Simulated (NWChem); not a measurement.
System: C₃HCl₂F; SMILES FC=C=C(Cl)Cl

Input file for NWChem:

```
start job
memory heap 200 mb stack 900 mb global 1100 mb
geometry units angstroms noautosym nocenter noautoz
  F      0.450661     3.083612     0.000000
  C     -0.497096     2.154981     0.000000
  C     -0.251455     0.869399     0.000000
  C     -0.072562    -0.424920     0.000000
  Cl     0.057555    -1.351865    -1.451690
  Cl     0.057555    -1.351865     1.451690
  H     -1.507595     2.580181     0.000000
end
basis spherical
  * library pcseg-2
end
dft
  xc b3lyp
  iterations 150
  semidirect filesize 400000000
end
cosmo
  do_cosmo_smd true
  solvent water
end
task dft energy
```

Geometry: optimised at PBE0/def2-SVP. B3LYP is NWChem's, with the RPA form of VWN correlation. Solvent: water.

Solvent water, SMD (1 M gas to 1 M solution), gas-phase geometry.

Predict the main results of this run. (B3LYP/pcseg-2, SMD on the gas-phase geometry.) Quantities: basis functions; solvation free energy (kcal/mol); cavity-dispersion-structure term (kcal/mol); dipole in solution (D).


| Property | Result |
|---|---|
| number of basis functions | 202 |
| solvation free energy (kcal/mol) | 1.1 |
| cavity-dispersion-structure term (kcal/mol) | 3.8 |
| dipole in solution (D) | 1.90 |
